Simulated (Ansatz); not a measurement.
System: ZrCl₃, charge 1, multiplicity 1. The spin state was set by rule; other spins were not relaxed. 
Coordinates optimised at B3LYP-D3(BJ)/def2-TZVP (Ansatz, a program for electronic structure):
```xyz
4

Zr    -0.1290    -0.3470    -0.2307
Cl     2.1205    -0.0977    -0.3922
Cl    -0.6830    -0.6147     1.9534
Cl    -1.1339     1.5288    -1.0184
```
Charge +1, spin multiplicity 1.

Total electronic energies in hartree. Cores are frozen in the correlated levels unless marked. No spin-orbit coupling. The frozen core is the preceding noble-gas configuration, with the filled d and f shells of earlier blocks. Past Kr the def2 sets carry scalar-relativistic core potentials. STO-3G rows are all-electron and non-relativistic. CBS marks a two-point X^-3 extrapolation of the correlation energy; Hartree-Fock from the larger set.

| level | program | energy (Eh) |
|---|---|---|
| HF/def2-QZVPPD | Ansatz | -1425.06828 |
| PBE/def2-TZVPD | Ansatz | -1427.08440 |
| r2SCAN-D4/def2-TZVPD | Ansatz + dftd4 | -1427.56746 |
| B3LYP/def2-TZVPD | Ansatz | -1427.68299 |
| PBE0-D3(BJ)/def2-TZVP | Ansatz + dftd3 | -1427.16318 |
| PBE0/def2-TZVPD | Ansatz | -1427.15991 |
| HSE06-D4/def2-TZVPD | Ansatz + dftd4 | -1427.14118 |
| HSE06/def2-TZVPD | Ansatz | -1427.13650 |
| CAM-B3LYP-D3(BJ)/def2-TZVPD | Ansatz + dftd3 | -1427.62357 |
| CAM-B3LYP-D4/def2-TZVPD | Ansatz + dftd4 | -1427.62283 |
| wB97M-V/def2-TZVPD | Ansatz | -1427.47266 |
| PBE-QIDH/def2-TZVPD | Ansatz | -1426.76161 |
| MP2/def2-SVPD | Ansatz | -1425.07894 |
| MP2/def2-QZVPPD | Ansatz | -1425.79569 |
| RI-MP2/def2-TZVPPD | Ansatz | -1425.69513 |
| SCS-MP2/def2-SVP | Ansatz | -1425.00682 |
| SCS-MP2/def2-TZVPPD | Ansatz | -1425.67549 |
| SCS-MP2/def2-QZVPPD | Ansatz | -1425.78226 |
| CCSD/STO-3G | Ansatz | -4867.16642 |
| CCSD/def2-TZVPP | Ansatz | -1425.72546 |
| CCSD(T)/def2-SVP | Ansatz | -1425.07540 |
| CCSD(T)/def2-QZVPPD | Ansatz | -1425.87010 |
| CCSD(T)/CBS(def2-TZVPPD,def2-QZVPPD) | Ansatz | -1425.9131 |

Totals of different functionals don't rank their quality; only differences between species are comparable.
